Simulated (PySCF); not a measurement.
H6FN3Si, singlet, at a GFN2-xTB geometry; PBE0/6-31G, polarisability run with PySCF.

Input for PySCF:
```python
from pyscf import gto, scf, dft
from pyscf.prop import polarizability

mol = gto.M(
    atom='''
N    -1.00724228   -0.99688349    0.98975073
Si   -0.00575575   -0.00780284   -0.00185603
N     0.61312638   -0.82986838   -1.38140093
N    -0.69340431    1.44067650   -0.61299095
F     1.13099764    0.48521643    1.04232761
H    -0.57030209   -1.52959510    1.72318767
H    -1.74182035   -1.53263075    0.56097203
H     1.10035778   -0.28563806   -2.07351480
H     1.07952115   -1.71167109   -1.24793684
H    -1.37833767    1.37042804   -1.34499962
H    -0.97517563    2.13392642    0.05981543
''',
    basis='6-31g',
    verbose=4,
)

mf = dft.RKS(mol)
mf.xc = 'pbe0'
mf.kernel()
alpha = mf.Polarizability().polarizability()[2, 2]
print('alpha_zz =', alpha)
```

What the program printed (banner, timings and long lists left out):

```
site-packages/pyscf/prop/efg/rhf.py:45: UserWarning: Module EFG is under testing
  warnings.warn('Module EFG is under testing')
site-packages/pyscf/prop/efg/dhf.py:30: UserWarning: Module EFG is under testing
  warnings.warn('Module EFG is under testing')
site-packages/pyscf/prop/zfs/uhf.py:40: UserWarning: Module ZFS is under testing
  warnings.warn('Module ZFS is under testing')
site-packages/pyscf/prop/gtensor/uhf.py:43: UserWarning: Module g-tensor is under testing
  warnings.warn('Module g-tensor is under testing')
site-packages/pyscf/prop/gtensor/uks.py:41: UserWarning: Module g-tensor is under testing
  warnings.warn('Module g-tensor is under testing')
site-packages/pyscf/prop/hfc/uks.py:35: UserWarning: Module HFC is under testing
  warnings.warn('Module HFC is under testing')
site-packages/pyscf/prop/magnetizability/rhf.py:39: UserWarning: Module magnetizability is under testing
  warnings.warn('Module magnetizability is under testing')
site-packages/pyscf/prop/magnetizability/uhf.py:37: UserWarning: Module magnetizability is under testing
  warnings.warn('Module magnetizability is under testing')
site-packages/pyscf/prop/magnetizability/rks.py:37: UserWarning: Module magnetizability is under testing
  warnings.warn('Module magnetizability is under testing')
site-packages/pyscf/prop/magnetizability/uks.py:39: UserWarning: Module magnetizability is under testing
  warnings.warn('Module magnetizability is under testing')
site-packages/pyscf/prop/polarizability/uhf.py:34: UserWarning: Module polarizability is under testing
  warnings.warn('Module polarizability is under testing')
site-packages/pyscf/prop/polarizability/rks.py:29: UserWarning: Module polarizability is under testing
  warnings.warn('Module polarizability is under testing')
site-packages/pyscf/prop/polarizability/uks.py:29: UserWarning: Module polarizability is under testing
  warnings.warn('Module polarizability is under testing')
PySCF version 2.14.0

[INPUT] verbose = 4
[INPUT] num. atoms = 11
[INPUT] num. electrons = 50
[INPUT] charge = 0
[INPUT] spin (= nelec alpha-beta = 2S) = 0
[INPUT] symmetry False subgroup None
[INPUT] Mole.unit = angstrom
[INPUT] Symbol           X                Y                Z      unit          X                Y                Z       unit  Magmom
[INPUT]  1 N     -1.007242280000  -0.996883490000   0.989750730000 AA   -1.903412050282  -1.883836774201   1.870357811288 Bohr   0.0
[INPUT]  2 Si    -0.005755750000  -0.007802840000  -0.001856030000 AA   -0.010876791141  -0.014745230594  -0.003507388379 Bohr   0.0
[INPUT]  3 N      0.613126380000  -0.829868380000  -1.381400930000 AA    1.158640937946  -1.568223957636  -2.610469425919 Bohr   0.0
[INPUT]  4 N     -0.693404310000   1.440676500000  -0.612990950000 AA   -1.310344239493   2.722484019097  -1.158385012337 Bohr   0.0
[INPUT]  5 F      1.130997640000   0.485216430000   1.042327610000 AA    2.137275787129   0.916926163839   1.969713714972 Bohr   0.0
[INPUT]  6 H     -0.570302090000  -1.529595100000   1.723187670000 AA   -1.077714758367  -2.890515820477   3.256352757527 Bohr   0.0
[INPUT]  7 H     -1.741820350000  -1.532630750000   0.560972030000 AA   -3.291563419694  -2.896252367587   1.060083500241 Bohr   0.0
[INPUT]  8 H      1.100357780000  -0.285638060000  -2.073514800000 AA    2.079374843234  -0.539777704152  -3.918375087232 Bohr   0.0
[INPUT]  9 H      1.079521150000  -1.711671090000  -1.247936840000 AA    2.039999319176  -3.234589575436  -2.358258848355 Bohr   0.0
[INPUT] 10 H     -1.378337670000   1.370428040000  -1.344999620000 AA   -2.604680703471   2.589733669024  -2.541680919444 Bohr   0.0
[INPUT] 11 H     -0.975175630000   2.133926420000   0.059815430000 AA   -1.842814864050   4.032536503774   0.113034780723 Bohr   0.0

nuclear repulsion = 262.180225790738
number of shells = 39
number of NR pGTOs = 158
number of NR cGTOs = 61
basis = 6-31g
ecp = {}

******** <class 'pyscf.dft.rks.RKS'> ********
method = RKS
initial guess = minao
damping factor = 0
level_shift factor = 0
DIIS = <class 'pyscf.scf.diis.CDIIS'>
diis_start_cycle = 1
diis_space = 8
diis_damp = 0
SCF conv_tol = 1e-09
SCF conv_tol_grad = None
SCF max_cycles = 50
direct_scf = True
direct_scf_tol = 1e-13
XC library pyscf.dft.libxc version 7.1.2
    S. Lehtola, C. Steigemann, M. J. T. Oliveira, and M. A. L. Marques,  SoftwareX 7, 1–5 (2018)
XC functionals = pbe0
    C. Adamo and V. Barone,  J. Chem. Phys. 110, 6158 (1999)
    M. Ernzerhof and G. E. Scuseria,  J. Chem. Phys. 110, 5029 (1999)
radial grids:
    Treutler-Ahlrichs [JCP 102, 346 (1995); DOI:10.1063/1.469408] (M4) radial grids

becke partition: Becke, JCP 88, 2547 (1988); DOI:10.1063/1.454033
pruning grids: <function nwchem_prune>
grids dens level: 3
symmetrized grids: False
atomic radii adjust function: <function treutler_atomic_radii_adjust>
small_rho_cutoff = 0
Set gradient conv threshold to 3.16228e-05
Initial guess from minao.
tot grids = 134000
init E= -557.286088400978
  HOMO = -0.318074746667928  LUMO = -0.00159569199949661  gap/eV = 8.61183
cycle= 1 E= -556.665950432153  delta_E= 0.62  |g|= 0.801  |ddm|= 3.01
  HOMO = -0.178036399715639  LUMO = 0.0785350521498498  gap/eV = 6.98166
cycle= 2 E= -556.599875101813  delta_E= 0.0661  |g|= 1.02  |ddm|= 1.53
  HOMO = -0.256405769239036  LUMO = 0.0532164776069941  gap/eV = 8.42525
cycle= 3 E= -556.795997985036  delta_E= -0.196  |g|= 0.0581  |ddm|= 0.836
  HOMO = -0.261266478048301  LUMO = 0.0531035924443908  gap/eV = 8.55445
cycle= 4 E= -556.796404015759  delta_E= -0.000406  |g|= 0.0325  |ddm|= 0.0663
  HOMO = -0.258417727972706  LUMO = 0.0548034671706146  gap/eV = 8.52318
cycle= 5 E= -556.796604481355  delta_E= -0.0002  |g|= 0.00103  |ddm|= 0.0256
  HOMO = -0.258519591262719  LUMO = 0.0546842565920123  gap/eV = 8.52271
cycle= 6 E= -556.796604701012  delta_E= -2.2e-07  |g|= 0.000678  |ddm|= 0.00229
  HOMO = -0.258544991671567  LUMO = 0.0546992625002474  gap/eV = 8.52381
cycle= 7 E= -556.796604799302  delta_E= -9.83e-08  |g|= 0.000236  |ddm|= 0.000789
  HOMO = -0.258529090730613  LUMO = 0.0547052794391327  gap/eV = 8.52354
cycle= 8 E= -556.796604812229  delta_E= -1.29e-08  |g|= 1.76e-05  |ddm|= 0.000239
  HOMO = -0.258531990244981  LUMO = 0.0547037178884615  gap/eV = 8.52358
cycle= 9 E= -556.796604812353  delta_E= -1.24e-10  |g|= 4.7e-06  |ddm|= 4.48e-05
  HOMO = -0.258531946598237  LUMO = 0.054703956682765  gap/eV = 8.52358
Extra cycle  E= -556.79660481235  delta_E= 3.18e-12  |g|= 6.44e-06  |ddm|= 9.94e-06
converged SCF energy = -556.79660481235
Isotropic polarizability 35.1820176769
Polarizability anisotropy 4.32416024281
alpha_zz = 36.279276793091476
```
